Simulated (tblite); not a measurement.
Calculated harmonic vibrations of the isolated species, GFN2-xTB (tblite), most abundant isotopes, no scaling. Errors from tens to a few hundred cm⁻¹ against measured bands are possible. One conformer each. Thermal functions are those of the rigid rotor and harmonic oscillator, without mixing of conformers.

Question: Order these by their ideal-gas entropy at 298.15 K and 1 bar, highest first (J/(mol K)).
A. `CNN(C1CCC1)C1CC1`
B. `C1=C(SC)CC[C@H]([CH+]1)C`
C. `C#C[C@@H]1C[C@H](C)C[S@+]1C`
D. `C=CN(CCC)N=C(C)C`
E. `C=CCN(C)N1CCCC1`

Answer: D (468.3), E (438.7), A (429.4), C (419.6), B (410.6).

```json
{"SMILES": "C=CN(CCC)N=C(C)C", "atoms": "26", "mass (u)": "140.13", "symmetry number": "1", "modes under 300 cm⁻¹": "12", "ZPE (kJ/mol)": "594.7", "S translation (J/(mol K))": "170.5", "S rotation": "126.2", "S vibration": "171.6", "S": "468.3", "Cp": "200.7"}
{"SMILES": "C=CCN(C)N1CCCC1", "atoms": "26", "mass (u)": "140.13", "symmetry number": "1", "modes under 300 cm⁻¹": "8", "ZPE (kJ/mol)": "603.1", "S translation (J/(mol K))": "170.5", "S rotation": "124.8", "S vibration": "143.5", "S": "438.7", "Cp": "180.6"}
{"SMILES": "CNN(C1CCC1)C1CC1", "atoms": "26", "mass (u)": "140.13", "symmetry number": "1", "modes under 300 cm⁻¹": "8", "ZPE (kJ/mol)": "604.6", "S translation (J/(mol K))": "170.5", "S rotation": "124.6", "S vibration": "134.3", "S": "429.4", "Cp": "178.3"}
{"SMILES": "C#C[C@@H]1C[C@H](C)C[S@+]1C", "atoms": "22", "mass (u)": "141.07", "symmetry number": "1", "modes under 300 cm⁻¹": "9", "ZPE (kJ/mol)": "486.4", "S translation (J/(mol K))": "170.6", "S rotation": "123.4", "S vibration": "125.6", "S": "419.6", "Cp": "178.0"}
{"SMILES": "CSC1=C[CH+][C@H](C)CC1", "atoms": "22", "mass (u)": "141.07", "symmetry number": "1", "modes under 300 cm⁻¹": "8", "ZPE (kJ/mol)": "490.0", "S translation (J/(mol K))": "170.6", "S rotation": "123.8", "S vibration": "116.2", "S": "410.6", "Cp": "167.9"}
```

Entropies and Cp are for 298.15 K and 1 bar.
